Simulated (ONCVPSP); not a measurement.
## Building the ONCV potential for Ne (Z = 10) (PBE, scalar-relativistic).

ONCVPSP 4.0.1 input, shortened (lines: element, Z, core and valence counts, functional; n l f; lmax; l rc ep ncon nbas qcut; lloc lpopt rc5 dvloc0; l nproj debl; icmod fcfact rcfact), PBE, scalar-relativistic:

```
  Ne 10.00    1    2        4      upf
    1    0    2.00
    2    0    2.00
    2    1    6.00
    1
    0    0.70    0.00    4    7    7.40
    1    0.95    0.00    4    7   12.60
    4    5    0.50    6.00
    0    1    4.00
    1    2    2.50
    3    1.75    1.55
```

All-electron outer shells of the reference configuration (PBE, scalar-relativistic, ld1.x):

| shell | level (eV) | outermost node (bohr) | outermost maximum (bohr) |
| --- | --- | --- | --- |
| 1s | -830.80 | – | 0.10 |
| 2s | -36.40 | 0.22 | 0.68 |
| 2p | -13.33 | – | 0.62 |

Calculated quality:

```
Cutoffs needed             : 220 Ha and 262 Ha (the cutoffs (Ha) at which the residual kinetic energy of the hardest occupied pseudo-wave falls to 1 and 0.1 mHa per electron)
Ghost test                 : no bound ghost flagged; no localised positive-energy state flagged
Largest excitation error   : +278 meV (all-electron minus pseudo) for 2s2 2p3, out of 4 test configurations
rms error of d²Exc/dni dnj : 1.65 mHa without and 1.47 mHa with the model core
```

Generation and tests took about 1.4 s on one core of a shared server CPU.
